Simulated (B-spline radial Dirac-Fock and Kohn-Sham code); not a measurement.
## Fe 3s: cross section and angular parameters

System: the Fe atom, [Ar] 3d6 4s2; threshold 91.30 eV (tabulated edge). These are calculated numbers from a radial B-spline solver; the model is Dirac-Hartree-Slater photoionisation with a Latter tail; cross sections with all multipoles, angular parameters from the dipole term and its interference with E2.

```
hν (eV)  σ (kb)      β       γ
    150     266  1.998   0.232
    151     265  1.998   0.233
    159     257  1.998   0.242
    200     213  1.999   0.247
    207     206  1.999   0.243
    342     115  1.999   0.139
    388    97.1  1.999   0.104
    400    93.1  1.999   0.095
    600    50.8  1.999  -0.007
    795    32.0  1.999  -0.049
    800    31.6  1.999  -0.050
    841    29.0  1.999  -0.054
    899       ?      ?       ?
   1060    19.2  1.999  -0.054
   1360    12.0  2.000  -0.020
   1640    8.34  2.000   0.030
   2460    3.66  2.000   0.214
   2500    3.54  2.000   0.223
 2984.4    2.44  2.000   0.336
   3710    1.52  1.999   0.501
   3870    1.38  1.999   0.536
   4000    1.29  1.999   0.565
   4400    1.04  1.999   0.651
   4770   0.864  1.999   0.728
   5340   0.666  1.999   0.842
  11100   0.112  1.999   1.757
  14100  0.0601  1.999   2.125
```

Q: Give the values at 899 eV.

A: σ = 25.8 kb, β = 1.999, γ = -0.057. For an s subshell δ is negligible.
